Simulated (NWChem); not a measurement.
C5H5N; SMILES C1C(C=NC=1)=C

```xyz
11

C     -0.0510    -2.0924     0.0000
C      0.0186    -0.7506     0.0000
C      1.1816     0.1409     0.0000
C      0.6774     1.3955     0.0000
N     -0.7536     1.4250     0.0000
C     -1.1286     0.1870     0.0000
H      0.8389    -2.7163     0.0000
H     -1.0083    -2.6075     0.0000
H      2.2191    -0.1657     0.0000
H      1.2134     2.3371     0.0000
H     -2.1757    -0.1054     0.0000
```
Atoms are numbered in this order, from 1.

Program: NWChem. Medium grid unless said otherwise, to which SCAN and Minnesota functionals are sensitive. All runs use the structure optimised with B3LYP/6-31G* (spherical d).

For level r2SCAN0/def2-SVP:

```
Item                         Result
---------------------------  ------
highest occupied level (eV)   -7.07
orbital gap (eV)               4.71
dipole (D)                     2.99
```

**Question.** What are these values for level B3LYP/def2-SVP?

**Answer.** The highest occupied level (eV) is -6.66 and the orbital gap (eV) comes out as 4.17. The dipole (D) is 2.84.
